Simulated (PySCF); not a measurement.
Species: CH5NSn.
Structure used (PBE0-D3(BJ)/def2-SVP), in Å, numbered top down from 1:
```
atom  x, y, z in Å
N1     1.6912   -0.2971    0.6648
C2     0.9240    0.1146   -0.2576
Sn3   -1.2177   -0.0209    0.0441
H4     2.6793   -0.1848    0.4004
H5     1.2993    0.5329   -1.2162
H6    -1.8705   -1.1299   -1.0922
H7    -1.9396    1.5126   -0.2300
H8    -1.5150   -0.5513    1.6392
```

The calculation used PBE0-D3(BJ)/def2-SVP geometry optimisation, gas phase, def2 core potentials past Kr in PySCF 2.14.0.

(1) Which atoms are bound to Sn3, and at what distances?

(2) List the angles at Sn3.

(3) What is the shape at Sn3?

(4) What are the other bond lengths?

(5) Give some angles away from the centre.

(6) What are the rotational constants (commonest isotopes, rigid rotor)?

Results:

(1) 4 atoms: H8 1.707 Å, H6 1.717 Å, H7 1.717 Å, C2 2.167 Å. The nearest atom not counted as bound is H5, at 2.87 Å.

(2) 
| angle | degrees | distance of the outer atoms (Å) |
| --- | --- | --- |
| H7–Sn3–H8 | 110.7 | 2.82 |
| H6–Sn3–H8 | 110.6 | 2.81 |
| C2–Sn3–H7 | 109.7 | 3.19 |
| C2–Sn3–H6 | 108.9 | 3.17 |
| C2–Sn3–H8 | 108.8 | 3.16 |
| H6–Sn3–H7 | 108.1 | 2.78 |

(3) Tetrahedral: angles from 108.1° to 110.7°; τ4 = (360° − α − β)/141° = 0.98 with α and β the two widest (0 for a square, 1 for a tetrahedron).

(4) N1=C2 1.268 Å; N1–H4 1.029 Å; C2–H5 1.111 Å.

(5) N1–C2–Sn3 118.4°.

(6) A = 31724, B = 3005, C = 2867 MHz: a near-prolate asymmetric top.

Point group: near Cs, missed by 0.19 Å at most; the miss may be what the optimiser left on a soft mode. Charge 0, singlet. Not checked by PBE0-D3(BJ)/def2-SVP frequencies.
